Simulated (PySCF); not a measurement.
The numbers are results of PBE-D3(BJ)/def2-TZVP // CAM-B3LYP-D3(BJ)/def2-TZVP (PySCF), not measurements. Gas-phase values, no solvent. One relaxed conformer stands for a flexible species; it need not be the lowest. Excitations are Tamm–Dancoff values on a coarser integration grid. The basis has no diffuse functions, so Rydberg states are missing or too high.

Reference species (SMILES): `BN=C=C` (neutral, multiplicity 1).

```json
{
  "HOMO–LUMO gap": "3.91 eV",
  "S1 oscillator strength": "0.000",
  "S1 excitation (TDA)": "4.65 eV"
}
```

Changed species: `C=B/C=N\[H]`.

Question: Predict the effect on the HOMO–LUMO gap, S1 oscillator strength and S1 excitation (TDA).

Answer: the HOMO–LUMO gap decreases by 0.52 eV, to 3.39 eV; the S1 oscillator strength is nearly the same; the S1 excitation (TDA) decreases by 1.22 eV, to 3.43 eV.
